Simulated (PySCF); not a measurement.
## C8H7FO2: calculation and literature

Atoms are numbered as in `[CH3:1][O:2][C:3](=[O:4])[c:5]1[cH:6][cH:7][c:8]([F:9])[cH:10][cH:11]1`. Each H is labelled by its parent atom.

All values are calculated (PySCF): NMR shieldings at PBE0/pcSseg-1/GIAO, GFN2-xTB geometry. No relativistic terms, one computed conformer, gas phase, one averaged value for each set of equivalent atoms.

Reference values: measured (solution, CD3CN, 313 K; ARKIVOC 2009 (viii) 212).
```json
{"atoms": "O4", "quantity": "δ $^{17}$O vs H2O (external)", "reference": "335.0", "computed": "–", "computed, scaled": "337.0"}
{"atoms": "O2", "quantity": "δ $^{17}$O vs H2O (external)", "reference": "126.0", "computed": "–", "computed, scaled": "121.7"}
```

Computed shifts are σ(ref) − σ with the named reference compound (TMS for H and C) calculated as an isolated molecule at the same level. The measured values may be among those fitted. Shieldings were converted by a linear fit to measured shifts: $^{17}$O: δ = 266.70 − 0.911σ (rms 10.7 ppm, 155 shifts, 12.2 ppm with the 3 outliers that the fit left out vs liquid water, solution or neat liquid). A few per cent of atoms miss by over 2 rms, more outside the fitted compound classes.
